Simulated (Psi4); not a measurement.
F6Ru (SMILES [F][Ru]([F])([F])([F])([F])[F]), triplet, geometry from GFN2-xTB (such geometries of metal compounds can be far from the true shape) (all electrons, no relativity); Psi4 with PBE/3-21G.

Here is a job for Psi4.
```
memory 2 GB

molecule {
0 3
Ru    0.00000000   -0.00000000    0.00000000
F     1.11244871   -0.44890361   -1.39875666
F    -1.11244871    0.44890361    1.39875666
F    -1.15977093    0.80852538   -1.18186077
F    -0.90164630   -1.59384724   -0.20557649
F     0.90164630    1.59384724    0.20557649
F     1.15977093   -0.80852538    1.18186077
}

set {
  basis 3-21g
  reference uks
  scf_type pk
}

energy('pbe')
print_variables()
```

Problem. Predict the main parts of the log of this Psi4 run.

Solution. 
```
   => Loading Basis Set <=

    Name: 3-21G
    Role: ORBITAL
    Keyword: BASIS

         ---------------------------------------------------------
                                   SCF
               by Justin Turney, Rob Parrish, Andy Simmonett
                          and Daniel G. A. Smith
                              UKS Reference
         ---------------------------------------------------------

  ==> Geometry <==

    Molecular point group: ci
    Full point group: Ih

    Geometry (in Angstrom), charge = 0, multiplicity = 3:

       Center              X                  Y                   Z               Mass
    ------------   -----------------  -----------------  -----------------  -----------------
         RU           0.000000000000     0.000000000000     0.000000000000   101.904344100000
         F            1.112448710000    -0.448903610000    -1.398756660000    18.998403162730
         F           -1.112448710000     0.448903610000     1.398756660000    18.998403162730
         F           -1.159770930000     0.808525380000    -1.181860770000    18.998403162730
         F           -0.901646300000    -1.593847240000    -0.205576490000    18.998403162730
         F            0.901646300000     1.593847240000     0.205576490000    18.998403162730
         F            1.159770930000    -0.808525380000     1.181860770000    18.998403162730

  Running in ci symmetry.

  Rotational constants: A =      0.06533  B =      0.06533  C =      0.06533 [cm^-1]
  Rotational constants: A =   1958.51344  B =   1958.51343  C =   1958.51343 [MHz]
  Nuclear repulsion =  914.592388169991295

  Charge       = 0
  Multiplicity = 3
  Electrons    = 98
  Nalpha       = 50
  Nbeta        = 48

  ==> Algorithm <==

  SCF Algorithm Type is PK.
  DIIS enabled.
  MOM disabled.
  Fractional occupation disabled.
  Guess Type is SAD.
  Energy threshold   = 1.00e-06
  Density threshold  = 1.00e-06
  Integral threshold = 1.00e-12

  ==> Primary Basis <==

  Basis Set: 3-21G
    Blend: 3-21G
    Number of shells: 44
    Number of basis functions: 93
    Number of Cartesian functions: 93
    Spherical Harmonics?: false
    Max angular momentum: 2

  ==> DFT Potential <==

   => LibXC <=

    Version 7.1.2
    S. Lehtola, C. Steigemann, M. J. T. Oliveira, and M. A. L. Marques,  SoftwareX 7, 1–5 (2018) (10.1016/j.softx.2017.11.002)

   => Composite Functional: PBE <=

    PBE GGA Exchange-Correlation Functional

    J.P. Perdew et. al., Phys. Rev. Lett., 77(18), 3865-3868, 1996

    Deriv               =              1
    GGA                 =           TRUE
    Meta                =          FALSE

    Exchange Hybrid     =          FALSE
    MP2 Hybrid          =          FALSE

   => Exchange Functionals <=

    1.0000     XC_GGA_X_PBE

   => Correlation Functionals <=

    1.0000     XC_GGA_C_PBE

   => LibXC Density Thresholds  <==

    XC_GGA_C_PBE:  1.00E-12
    XC_GGA_X_PBE:  1.00E-15

   => Molecular Quadrature <=

    Radial Scheme          =       TREUTLER
    Pruning Scheme         =           NONE
    Nuclear Scheme         =       TREUTLER

    Blocking Scheme        =         OCTREE
    BS radius alpha        =              1
    Pruning alpha          =              1
    Radial Points          =             75
    Spherical Points       =            302
    Total Points           =         153134
    Total Blocks           =           1234
    Max Points             =            256
    Max Functions          =             87
    Weights Tolerance      =       1.00E-15

  ==> Integral Setup <==

  Using in-core PK algorithm.
   Calculation information:
      Number of atoms:                   7
      Number of AO shells:              44
      Number of primitives:             87
      Number of atomic orbitals:        93
      Number of basis functions:        93

      Integral cutoff                 1.00e-12
      Number of threads:                 1

  Performing in-core PK
  Using 19110012 doubles for integral storage.
  We computed 315260 shell quartets total.
  Whereas there are 490545 unique shell quartets.

  ==> DiskJK: Disk-Based J/K Matrices <==

    J tasked:                  Yes
    K tasked:                   No
    wK tasked:                  No
    Schwarz Cutoff:          1E-12

  Minimum eigenvalue in the overlap matrix is 1.3326988696E-03.
  Reciprocal condition number of the overlap matrix is 2.7485859579E-04.
    Using symmetric orthogonalization.

  ==> Pre-Iterations <==

  SCF Guess: Superposition of Atomic Densities via on-the-fly atomic UHF (no occupation information).

   -------------------------
    Irrep   Nso     Nmo
   -------------------------
     Ag        51      51
     Au        42      42
   -------------------------
    Total      93      93
   -------------------------

  ==> Iterations <==

                        Total Energy        Delta E     RMS |[F,P]|

   @UKS iter SAD: -5015.47764014259519   -5.01548e+03   0.00000e+00
    Occupation by irrep:
             Ag    Au
    DOCC [    25,   23 ]
    SOCC [     0,    2 ]
    NA   [    25,   25 ]
    NB   [    25,   23 ]

   @UKS iter   1: -5013.79750033359505    1.68014e+00   4.38292e-02 ADIIS/DIIS
    Occupation by irrep:
             Ag    Au
    DOCC [    24,   24 ]
    SOCC [     2,    0 ]
    NA   [    26,   24 ]
    NB   [    24,   24 ]

   @UKS iter   2: -4998.39919333334274    1.53983e+01   1.01627e-01 ADIIS
   @UKS iter   3: -5015.68789314881087   -1.72887e+01   3.13781e-02 ADIIS/DIIS
   @UKS iter   4: -5017.78096651292526   -2.09307e+00   1.19234e-02 ADIIS/DIIS
   @UKS iter   5: -5017.14546077128125    6.35506e-01   2.23119e-02 ADIIS/DIIS
   @UKS iter   6: -5017.87760599984176   -7.32145e-01   8.22334e-03 ADIIS/DIIS
   @UKS iter   7: -5017.86237453668855    1.52315e-02   8.88601e-03 ADIIS/DIIS
   @UKS iter   8: -5017.99225096784176   -1.29876e-01   2.64734e-03 ADIIS/DIIS
   @UKS iter   9: -5017.98291275573501    9.33821e-03   3.35671e-03 ADIIS/DIIS
[...]
   @UKS iter  44: -5018.00566927046293    8.39708e-05   1.05244e-03 ADIIS/DIIS
   @UKS iter  45: -5017.99966426279207    6.00501e-03   1.82326e-03 ADIIS/DIIS
   @UKS iter  46: -5018.00116526725196   -1.50100e-03   1.67156e-03 ADIIS/DIIS
   @UKS iter  47: -5018.00702890240336   -5.86364e-03   7.78074e-04 ADIIS/DIIS
   @UKS iter  48: -5017.99980974307982    7.21916e-03   1.81142e-03 ADIIS/DIIS
   @UKS iter  49: -5018.00072283547706   -9.13092e-04   1.72112e-03 ADIIS/DIIS
   @UKS iter  50: -5018.00328079595874   -2.55796e-03   1.43079e-03 ADIIS/DIIS
   @UKS iter  51: -5018.00689997182144   -3.61918e-03   8.13814e-04 ADIIS/DIIS
   @UKS iter  52: -5018.00409882549866    2.80115e-03   1.29598e-03 ADIIS/DIIS
   @UKS iter  53: -5018.00667377027821   -2.57494e-03   8.46434e-04 ADIIS/DIIS
   @UKS iter  54: -5018.00570858441552    9.65186e-04   1.04986e-03 ADIIS/DIIS
   @UKS iter  55: -5018.00565924785133    4.93366e-05   1.04874e-03 ADIIS/DIIS
   @UKS iter  56: -5018.00494168425939    7.17564e-04   1.18330e-03 ADIIS/DIIS
   @UKS iter  57: -5018.00128799666891    3.65369e-03   1.65846e-03 ADIIS/DIIS
   @UKS iter  58: -5018.00710108648036   -5.81309e-03   7.64864e-04 ADIIS/DIIS
   @UKS iter  59: -5018.00603672362467    1.06436e-03   1.00763e-03 ADIIS/DIIS
   @UKS iter  60: -5018.00603187005254    4.85357e-06   1.00501e-03 ADIIS/DIIS
   @UKS iter  61: -5018.00503680957991    9.95060e-04   1.17266e-03 ADIIS/DIIS
   @UKS iter  62: -5018.00541212373264   -3.75314e-04   1.11569e-03 ADIIS/DIIS
   @UKS iter  63: -5018.00540365901725    8.46472e-06   1.08291e-03 ADIIS/DIIS
   @UKS iter  64: -5018.00625439526812   -8.50736e-04   9.38385e-04 ADIIS/DIIS
   @UKS iter  65: -5018.00618610592664    6.82893e-05   9.62006e-04 ADIIS/DIIS
   @UKS iter  66: -5018.00548682543376    6.99280e-04   1.07883e-03 ADIIS/DIIS
   @UKS iter  67: -5018.00544004480889    4.67806e-05   1.10102e-03 ADIIS/DIIS
   @UKS iter  68: -5018.00688733647985   -1.44729e-03   8.23953e-04 ADIIS/DIIS
   @UKS iter  69: -5018.00728472770697   -3.97391e-04   7.27997e-04 ADIIS/DIIS
   @UKS iter  70: -5018.00822023217552   -9.35504e-04   4.12687e-04 ADIIS/DIIS
   @UKS iter  71: -5018.00339291583350    4.82732e-03   1.40980e-03 ADIIS/DIIS
   @UKS iter  72: -5018.00398197419236   -5.89058e-04   1.32445e-03 ADIIS/DIIS
   @UKS iter  73: -5018.00531554515692   -1.33357e-03   1.12886e-03 ADIIS/DIIS
   @UKS iter  74: -5018.00556400613459   -2.48461e-04   1.05352e-03 ADIIS/DIIS
   @UKS iter  75: -5018.00732353733019   -1.75953e-03   6.90241e-04 ADIIS/DIIS
   @UKS iter  76: -5018.00491457054613    2.40897e-03   1.18419e-03 ADIIS/DIIS
   @UKS iter  77: -5018.00549520060849   -5.80630e-04   1.08095e-03 ADIIS/DIIS
   @UKS iter  78: -5018.00287243772527    2.62276e-03   1.47592e-03 ADIIS/DIIS
   @UKS iter  79: -5018.00668728965775   -3.81485e-03   8.76748e-04 ADIIS/DIIS
   @UKS iter  80: -5018.00805663407027   -1.36934e-03   4.87919e-04 ADIIS/DIIS
   @UKS iter  81: -5018.00808805063480   -3.14166e-05   4.71608e-04 ADIIS/DIIS
   @UKS iter  82: -5018.00244530223972    5.64275e-03   1.53152e-03 ADIIS/DIIS
   @UKS iter  83: -5018.00727148556052   -4.82618e-03   7.33334e-04 ADIIS/DIIS
   @UKS iter  84: -5018.00648760325294    7.83882e-04   9.06928e-04 ADIIS/DIIS
   @UKS iter  85: -5018.00523916075872    1.24844e-03   1.10829e-03 ADIIS/DIIS
   @UKS iter  86: -5018.00631903057092   -1.07987e-03   9.19079e-04 ADIIS/DIIS
   @UKS iter  87: -5018.00065555812307    5.66347e-03   1.72409e-03 ADIIS/DIIS
   @UKS iter  88: -5018.00587792450460   -5.22237e-03   1.00643e-03 ADIIS/DIIS
   @UKS iter  89: -5018.00607584632598   -1.97922e-04   9.89926e-04 ADIIS/DIIS
   @UKS iter  90: -5018.00665468648640   -5.78840e-04   8.83648e-04 ADIIS/DIIS
   @UKS iter  91: -5018.00532943846338    1.32525e-03   1.13357e-03 ADIIS/DIIS
   @UKS iter  92: -5018.00607415695777   -7.44718e-04   9.99541e-04 ADIIS/DIIS
   @UKS iter  93: -5018.00747379944369   -1.39964e-03   6.77798e-04 ADIIS/DIIS
   @UKS iter  94: -5018.00690354157450    5.70258e-04   8.35490e-04 ADIIS/DIIS
   @UKS iter  95: -5018.00606036029058    8.43181e-04   9.89511e-04 ADIIS/DIIS
   @UKS iter  96: -5018.00516564262216    8.94718e-04   1.11517e-03 ADIIS/DIIS
   @UKS iter  97: -5018.00614853568641   -9.82893e-04   9.58305e-04 ADIIS/DIIS
   @UKS iter  98: -5018.00546914170445    6.79394e-04   1.11165e-03 ADIIS/DIIS
   @UKS iter  99: -5018.00580942180113   -3.40280e-04   1.01702e-03 ADIIS/DIIS
   @UKS iter 100: -5018.00584364137012   -3.42196e-05   1.03205e-03 ADIIS/DIIS

PsiException: Could not converge SCF iterations in 100 iterations.

  Failed to converge.

Traceback (most recent call last):
  File "psi4", line 375, in <module>
  File "<string>", line 29, in <module>
  File "site-packages/psi4/driver/driver.py", line 533, in energy
  File "site-packages/psi4/driver/procrouting/proc.py", line 2760, in run_scf
  File "site-packages/psi4/driver/procrouting/proc.py", line 2047, in scf_helper
  File "site-packages/psi4/driver/procrouting/scf_proc/scf_iterator.py", line 93, in scf_compute_energy
  File "site-packages/psi4/driver/procrouting/scf_proc/scf_iterator.py", line 86, in scf_compute_energy
  File "site-packages/psi4/driver/procrouting/scf_proc/scf_iterator.py", line 609, in scf_iterate

psi4.driver.p4util.exceptions.SCFConvergenceError: Could not converge SCF iterations in 100 iterations.

Printing out the relevant lines from the Psithon --> Python processed input file:
    """)
    core.IO.set_default_namespace("")
    core.set_global_option("BASIS", "3-21g")
    core.set_global_option("REFERENCE", "uks")
    core.set_global_option("SCF_TYPE", "pk")
--> energy('pbe')
    print_variables()

!-------------------------------------------------------!
!                                                       !
!  Could not converge SCF iterations in 100 iterations. !
!                                                       !
!-------------------------------------------------------!
```

The run did not converge; its last values are not results.
